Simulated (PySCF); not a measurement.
PySCF 2.14 output of an unrestricted PBE0 calculation on a single atom or ion in aug-cc-pVDZ-DK, with the spin-free X2C one-electron Hamiltonian (Gaussian nucleus):

```
SCF conv_tol = 1e-09
number electrons alpha = 12  beta = 10
    C. Adamo and V. Barone.,  J. Chem. Phys. 110, 6158 (1999)
    M. Ernzerhof and G. E. Scuseria.,  J. Chem. Phys. 110, 5029 (1999)
cycle= 1 E= -853.513364089826  delta_E= -0.00438  |g|= 0.00652  |ddm|= 0.85
cycle= 2 E= -853.513444759818  delta_E= -8.07e-05  |g|= 0.00121  |ddm|= 0.0998
cycle= 3 E= -853.513447612386  delta_E= -2.85e-06  |g|= 0.000266  |ddm|= 0.0126
cycle= 4 E= -853.513447665185  delta_E= -5.28e-08  |g|= 8.1e-05  |ddm|= 0.000925
cycle= 5 E= -853.513447670405  delta_E= -5.22e-09  |g|= 3.62e-06  |ddm|= 0.000396
cycle= 6 E= -853.513447670462  delta_E= -5.65e-11  |g|= 4.69e-07  |ddm|= 7.68e-05
converged SCF energy = -853.513447670462  <S^2> = 2.0031554  2S+1 = 3.0021029
```

The run itself started from symmetry-adapted Hartree-Fock orbitals and held the occupation by maximum overlap, on a logarithmic radial grid, so the iterations belong to that start.

Task: Which element, charge and spin multiplicity is this?

Result: Ti (titanium, neutral), multiplicity 3; the state was [Ar] 3d2 4s2, high-spin 3F determinant.
